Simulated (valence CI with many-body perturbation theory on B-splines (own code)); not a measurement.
E1 transitions of S³⁺

Method: configuration interaction combined with many-body perturbation theory (CI+MBPT): three valence electrons over a frozen Dirac-Fock core [Ne], radial functions for each j: 11 s, 11 p, 9 d, 7 f, 5 g, 2 h, 1 i, with the one-electron correlation potential Σ1, the two-electron term Σ2, the three-electron term Σ3, Breit, model QED; selected CI, second order for the rest, scaled by the run's own slope (own B-spline code, finite nucleus).

Against 64 measured levels this calculation errs by 78 cm⁻¹ on average and by 191 at most. These come from a selection out of NIST levels in Podobedova, Kelleher and Wiese, J. Phys. Chem. Ref. Data 38, 171 (2009). Levels without a partner in it may be off by more.

Lines 201 to 250 of 276 in falling wavelength, among levels below 306018 cm⁻¹, chosen from the strongest by gf and those to the six lowest levels. Wavelengths and rates use the calculated energies, so an error of 80 cm⁻¹ moves a line at 618.7 Å by 0.049 % and its rate by three times that or more. Electric multipoles are in the length gauge, E1 and E2 with the static RPA response of the core. Weak lines are less certain than strong ones. Lines between different terms over intervals too small for the method are left out, as are lines whose strength nearly cancels.

Names give the largest LS component (configuration and term), which can be under half, so a name can repeat, a term be missing and a line seem to break the LS rules; names also repeat where a configuration has a term twice. Letters in brackets count levels of one name in rising energy.

```tsv
λ vac (Å)	λ from measured levels	Upper	Lower	A (s⁻¹)	S (a.u.)
618.7	618.9	3s.3p.3d 2D°_3/2 [a]	3s.3p2 4P_5/2	8.55e+04	4.00e-05
616.7	617.0	3s.3p.3d 2D°_5/2 [a]	3s.3p2 4P_3/2	4.59e+06	3.19e-03
616.6	616.9	3s.3p.3d 2D°_3/2 [a]	3s.3p2 4P_3/2	1.64e+06	7.60e-04
615.3	615.5	3s.3p.3d 2D°_3/2 [a]	3s.3p2 4P_1/2	1.84e+06	8.46e-04
611.7		3s.3p.3d 2F°_7/2 [b]	3s.3p2 2D_5/2	7.68e+09	6.94e+00
611.2		3s.3p.3d 2F°_5/2 [b]	3s.3p2 2D_5/2	4.94e+08	3.34e-01
611.0		3s.3p.3d 2F°_5/2 [b]	3s.3p2 2D_3/2	7.11e+09	4.80e+00
591.6	591.7	3s.3p.4s 4P°_1/2	3s.3p2 2D_3/2	1.74e+06	3.56e-04
590.4	590.5	3s.3p.4s 4P°_3/2	3s.3p2 2D_3/2	1.27e+06	5.17e-04
589.5	589.7	3s.3p.3d 2F°_5/2 [a]	3s.3p2 4P_5/2	1.60e+05	9.71e-05
588.3	588.4	3s.3p.4s 4P°_5/2	3s.3p2 2D_3/2	9.07e+04	5.47e-05
587.6	587.8	3s.3p.3d 2F°_5/2 [a]	3s.3p2 4P_3/2	3.56e+05	2.14e-04
586.8	587.0	3s.3p.3d 2F°_7/2 [a]	3s.3p2 4P_5/2	2.21e+06	1.77e-03
585.3	585.7	3s.3p.3d 2P°_3/2 [a]	3s.3p2 2D_5/2	4.48e+08	1.77e-01
585.1	585.5	3s.3p.3d 2P°_3/2 [a]	3s.3p2 2D_3/2	5.28e+07	2.09e-02
584.5	585.0	3s.3p.3d 2P°_1/2 [a]	3s.3p2 2D_3/2	5.92e+08	1.17e-01
565.8	565.9	3s.3p.4s 2P°_1/2	3s.3p2 2D_3/2	3.32e+09	5.93e-01
564.0	564.1	3s.3p.4s 2P°_3/2	3s.3p2 2D_5/2	3.11e+09	1.10e+00
563.8	563.9	3s.3p.4s 2P°_3/2	3s.3p2 2D_3/2	3.39e+08	1.20e-01
553.9	554.0	3s2.4s 2S_1/2	3s2.3p 2P°_3/2	4.11e+09	6.89e-01
551.0	551.1	3s2.4s 2S_1/2	3s2.3p 2P°_1/2	2.03e+09	3.36e-01
544.9		3s2.4f 2F°_7/2	3s.3p2 2D_5/2	6.18e+08	3.95e-01
544.5		3s2.4f 2F°_5/2	3s.3p2 2D_3/2	6.09e+08	2.91e-01
541.6	541.9	3s.3p.3d 2P°_3/2 [b]	3s.3p2 2D_3/2	2.82e+07	8.85e-03
541.5	541.8	3s.3p.3d 2P°_1/2 [b]	3s.3p2 2D_3/2	2.76e+08	4.33e-02
538.8		3s.3p.3d 2F°_7/2 [b]	3s.3p2 4P_5/2	1.22e+06	7.51e-04
538.4		3s.3p.3d 2F°_5/2 [b]	3s.3p2 4P_5/2	7.83e+04	3.62e-05
536.8		3s.3p.3d 2F°_5/2 [b]	3s.3p2 4P_3/2	1.66e+05	7.62e-05
534.5	534.8	3s.3p.3d 2D°_3/2 [b]	3s.3p2 2D_3/2	2.25e+07	6.77e-03
534.1	534.4	3s.3p.3d 2D°_5/2 [b]	3s.3p2 2D_3/2	4.37e+05	1.97e-04
523.8	523.5	3s2.5p 2P°_1/2	3s.3p2 2D_3/2	6.46e+06	9.16e-04
523.3	523.0	3s2.5p 2P°_3/2	3s.3p2 2D_3/2	2.79e+05	7.90e-05
522.3	522.5	3s.3p.4s 4P°_3/2	3s.3p2 4P_5/2	2.11e+09	5.94e-01
521.8	522.0	3s.3p.4s 4P°_1/2	3s.3p2 4P_3/2	3.89e+09	5.46e-01
520.9	521.1	3s.3p.4s 4P°_1/2	3s.3p2 4P_1/2	7.77e+08	1.08e-01
520.8	521.1	3s.3p.4s 4P°_3/2	3s.3p2 4P_3/2	6.20e+08	1.73e-01
520.6	520.9	3s.3p.4s 4P°_5/2	3s.3p2 4P_5/2	3.28e+09	1.37e+00
519.9	520.1	3s.3p.4s 4P°_3/2	3s.3p2 4P_1/2	1.94e+09	5.38e-01
519.2	519.4	3s.3p.4s 4P°_5/2	3s.3p2 4P_3/2	1.40e+09	5.81e-01
518.2	518.6	3s.3p.3d 2P°_3/2 [a]	3s.3p2 4P_5/2	3.99e+05	1.10e-04
516.7	517.2	3s.3p.3d 2P°_3/2 [a]	3s.3p2 4P_3/2	3.93e+05	1.07e-04
516.3	516.7	3s.3p.3d 2P°_1/2 [a]	3s.3p2 4P_3/2	4.59e+05	6.23e-05
515.8	516.3	3s.3p.3d 2P°_3/2 [a]	3s.3p2 4P_1/2	2.75e+06	7.46e-04
515.4	515.8	3s.3p.3d 2P°_1/2 [a]	3s.3p2 4P_1/2	9.93e+05	1.34e-04
501.6	501.8	3s.3p.4s 2P°_1/2	3s.3p2 4P_3/2	9.17e+05	1.14e-04
501.4	501.6	3s.3p.4s 2P°_3/2	3s.3p2 4P_5/2	3.75e+05	9.33e-05
500.1	500.2	3s.3p.4s 2P°_3/2	3s.3p2 4P_3/2	9.63e+05	2.38e-04
499.2	499.4	3s.3p.4s 2P°_3/2	3s.3p2 4P_1/2	1.16e+06	2.85e-04
486.2		3s2.4f 2F°_7/2	3s.3p2 4P_5/2	1.53e+05	6.97e-05
483.8	484.1	3s.3p.3d 2P°_3/2 [b]	3s.3p2 4P_5/2	1.05e+05	2.35e-05
```
